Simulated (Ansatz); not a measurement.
CH6AlBrSi (`[CH3][AlH][SiH2]Br`) at its PBE0-D4/def2-TZVP geometry, where that method's forces vanish. Charge 0, multiplicity 1.

```csv
atom,x (Å),y (Å),z (Å)
C1,0.001,0.511,-1.776
Al2,-0.836,-0.165,-0.149
Si3,0.335,0.090,1.948
Br4,0.781,-1.995,0.919
H5,1.075,0.667,-1.651
H6,-0.443,1.469,-2.063
H7,-0.148,-0.179,-2.611
H8,-2.292,-0.779,-0.042
H9,1.692,0.673,2.129
H10,-0.164,-0.293,3.296
```

Task: For each bond, give half the difference of the two atoms' forces along it (eV/Å; positive pushes the atoms apart) under PBE-D4, r2SCAN-D4, B3LYP-D4, ωB97M-V in def2-TZVPP. (An estimate is asked.)

Result: Computed: 
```json
{"bond": "C1–Al2", "length (Å)": "1.950", "PBE-D4": "0.00", "r2SCAN-D4": "-0.01", "B3LYP-D4": "0.07", "ωB97M-V": "0.02"}
{"bond": "C1–H5", "length (Å)": "1.092", "PBE-D4": "0.11", "r2SCAN-D4": "0.00", "B3LYP-D4": "-0.03", "ωB97M-V": "-0.03"}
{"bond": "C1–H6", "length (Å)": "1.095", "PBE-D4": "0.11", "r2SCAN-D4": "0.00", "B3LYP-D4": "-0.04", "ωB97M-V": "-0.04"}
{"bond": "C1–H7", "length (Å)": "1.094", "PBE-D4": "0.11", "r2SCAN-D4": "0.00", "B3LYP-D4": "-0.03", "ωB97M-V": "-0.04"}
{"bond": "Al2–Si3", "length (Å)": "2.415", "PBE-D4": "-0.05", "r2SCAN-D4": "0.02", "B3LYP-D4": "0.15", "ωB97M-V": "0.14"}
{"bond": "Al2–Br4", "length (Å)": "2.665", "PBE-D4": "0.07", "r2SCAN-D4": "0.02", "B3LYP-D4": "0.18", "ωB97M-V": "0.04"}
{"bond": "Al2–H8", "length (Å)": "1.584", "PBE-D4": "0.04", "r2SCAN-D4": "-0.02", "B3LYP-D4": "-0.14", "ωB97M-V": "-0.16"}
{"bond": "Si3–Br4", "length (Å)": "2.367", "PBE-D4": "0.17", "r2SCAN-D4": "0.07", "B3LYP-D4": "0.29", "ωB97M-V": "0.09"}
{"bond": "Si3–H9", "length (Å)": "1.488", "PBE-D4": "0.12", "r2SCAN-D4": "-0.02", "B3LYP-D4": "-0.10", "ωB97M-V": "-0.14"}
{"bond": "Si3–H10", "length (Å)": "1.488", "PBE-D4": "0.11", "r2SCAN-D4": "-0.02", "B3LYP-D4": "-0.10", "ωB97M-V": "-0.14"}
```

B3LYP here is the variant with VWN-RPA as its local correlation; programs differ in this.
